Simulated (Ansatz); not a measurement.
`CC[SiH](C)C[SiH](C)C[SiH](C)C`. Charge 0, multiplicity 1. Geometry PBE-D4/def2-SVP.

```xyz
35

C    -0.1693    3.3848   -1.5686
C    -0.9136    3.2550   -0.2324
Si    0.1791    2.7254    1.2324
C     1.4913    4.0460    1.5857
C     1.0060    1.0528    0.8847
Si   -0.1391   -0.3309    0.2769
C    -1.6291   -0.5183    1.4274
C     0.8027   -1.9710    0.1405
Si   -0.2005   -3.4824   -0.4130
C     0.9311   -4.9880   -0.6140
C    -1.1019   -3.1235   -2.0387
H     0.6549    4.1265   -1.5121
H    -0.8422    3.7087   -2.3897
H     0.2792    2.4183   -1.8794
H    -1.3977    4.2189    0.0407
H    -1.7449    2.5213   -0.3248
H    -0.7016    2.5833    2.4525
H     1.0233    5.0248    1.8176
H     2.1605    4.1860    0.7117
H     2.1228    3.7572    2.4505
H     1.8086    1.2002    0.1279
H     1.5129    0.7125    1.8151
H    -0.6365    0.0444   -1.1003
H    -2.2068    0.4256    1.4964
H    -1.3018   -0.7879    2.4528
H    -2.3133   -1.3153    1.0718
H     1.6467   -1.8302   -0.5717
H     1.2615   -2.1951    1.1296
H    -1.2270   -3.7963    0.6518
H     1.4601   -5.2206    0.3329
H     0.3527   -5.8873   -0.9103
H     1.6977   -4.8033   -1.3951
H    -1.8194   -2.2853   -1.9276
H    -0.3807   -2.8436   -2.8347
H    -1.6658   -4.0130   -2.3867
```

Q: Estimate the orbital energies around the gap (eV) in Ansatz with HF/STO-3G, PBE-D4/def2-TZVP, r2SCAN-D4/def2-TZVP, PBE0-D4/def2-SVP, BHLYP-D4/def2-TZVP.

A: 
```
orbital  HF/STO-3G  PBE-D4/def2-TZVP  r2SCAN-D4/def2-TZVP  PBE0-D4/def2-SVP  BHLYP-D4/def2-TZVP
 HOMO−9     -12.25             -8.37                -8.71             -9.78              -11.16
 HOMO−8     -11.46             -8.09                -8.42             -9.46              -10.81
 HOMO−7     -10.63             -7.67                -7.99             -8.99              -10.27
 HOMO−6     -10.55             -7.60                -7.91             -8.92              -10.21
 HOMO−5     -10.30             -7.36                -7.67             -8.64               -9.94
 HOMO−4     -10.25             -7.28                -7.59             -8.55               -9.88
 HOMO−3     -10.05             -7.19                -7.49             -8.46               -9.75
 HOMO−2      -9.69             -6.98                -7.26             -8.23               -9.48
 HOMO−1      -9.32             -6.64                -6.90             -7.89               -9.11
   HOMO      -8.57             -6.44                -6.69             -7.64               -8.77
   LUMO      12.04              0.04                 0.56              1.32                1.45
 LUMO+1      13.60              0.12                 0.64              1.39                1.61
 LUMO+2      13.87              0.25                 0.84              1.59                1.70
 LUMO+3      14.01              0.48                 1.05              1.90                1.92
 LUMO+4      14.11              0.63                 1.23              2.14                2.05
 LUMO+5      14.19              0.81                 1.33              2.21                2.28
```
